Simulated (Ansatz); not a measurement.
System: sum formula H6SiN3O, net charge 0, doublet state. It need not be the lowest isomer of its formula. SMILES: [Si](O)([NH])(N)N
Structure (B3LYP-D3(BJ)/def2-TZVP (Ansatz, a first-principles code) minimum search):
```
Si
O 1 1.6511
H 2 0.9600 1 116.49
N 1 1.7012 2 113.10 3 48.41
H 4 1.0054 1 124.52 2 58.20
H 4 1.0055 5 113.65 1 -168.94
N 1 1.7108 2 102.33 3 170.61
H 7 1.0065 1 121.12 2 -173.14
H 7 1.0074 8 112.46 1 155.61
N 1 1.7424 2 114.88 3 -69.10
H 10 1.0216 1 113.67 2 -40.77
```
Charge 0, spin multiplicity 2.

Wanted: atomisation energy (electronic, to ground-state atoms), in kcal/mol. Cores are frozen in the correlated levels unless marked. UHF or UKS for open shells. Spin-orbit coupling is left out. Non-relativistic. The coupled-cluster limit lacks core correlation, which all-electron functionals hold. Basis-set limits of correlation are two-point, X^-3; Hartree-Fock from the larger set. [CCSD(T)-MP2]/basis is that difference in the basis named.

| level | program | atomisation energy (kcal/mol) |
|---|---|---|
| HF/6-31G* | Ansatz | 591.2 |

Question: Estimate the value at RI-MP2/CBS(cc-pV(T+d)Z,cc-pV(Q+d)Z)+[CCSD(T)-MP2]/cc-pV(T+d)Z as computed with Ansatz.

Answer: 946.0 kcal/mol
